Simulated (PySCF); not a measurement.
Species: cis-Si(PH3)2Cl4.
Bonds: Si1–P2, Si1–Cl6, Si1–P7, Si1–Cl11, Si1–Cl12, Si1–Cl13. Hydrogens: H3, H4, H5 on P2; H8, H9, H10 on P7.

Theory: PBE0-D3(BJ)/def2-SVP geometry optimisation, gas phase (PySCF).

**Question.** Give the optimised bond lengths and angles.

**Answer.** 
```
                  bond  length (pm)
                Si1–P2        249.7
     Si1–Cl6, Si1–Cl11        211.4
                Si1–P7        250.7
    Si1–Cl12, Si1–Cl13        217.4
P2–H3 and 5 like bonds        141.8
```

Bonds in one row agree within 1 pm and their mean is given. A selection of angles:
```
        angle  degrees
   P2–Si1–Cl6    174.2
    P2–Si1–P7     90.4
  P2–Si1–Cl11     84.2
  P2–Si1–Cl12     82.6
  P2–Si1–Cl13     82.4
 Cl6–Si1–Cl11    101.6
 Cl6–Si1–Cl12     96.7
  P7–Si1–Cl11    174.6
Cl12–Si1–Cl13    158.5
    Si1–P2–H3    121.8
    Si1–P2–H4    115.4
     H3–P2–H4     99.7
     H4–P2–H5    101.4
```

Si1 (silicon bonded to 4 Cl and 2 P) is distorted octahedral (the three widest angles are 174.6°, 174.2° and 158.5°, the others run from 82.3° to 101.6°). The 4 Cl–Si bonds span 2.113 Å (Si1–Cl11) to 2.175 Å (Si1–Cl13), a spread of 0.062 Å. P2 (phosphorus bonded to Si and 3 H) is distorted tetrahedral (angles from 99.7° to 121.8°).

No PBE0-D3(BJ)/def2-SVP frequencies stand behind this structure, so it isn't proved a minimum.
